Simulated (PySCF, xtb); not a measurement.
C3H3BrF2, SMILES FC(F)/C=C\Br. The values are those of a single conformer.

Harmonic wavenumbers (cm⁻¹) from GFN2-xTB in xtb at its own minimum, in rising order: 24, 128, 210, 375, 447, 483, 580, 645, 764, 875, 1011, 1016, 1084, 1176, 1239, 1248, 1299, 1671, 2903, 3079, 3092.

Problem. What does B3LYP-D3(BJ)/def2-SVP (PySCF) give at its own minimum? (An estimate is asked for; the answer gives what the named calculation found.)

Solution. 35, 131, 231, 396, 487, 518, 625, 665, 749, 962, 1066, 1107, 1137, 1214, 1305, 1381, 1409, 1711, 3102, 3169, 3222. Paired by order, the mean absolute difference is 62 cm⁻¹ and the zero-point energies are 33.4 and 35.2 kcal/mol.
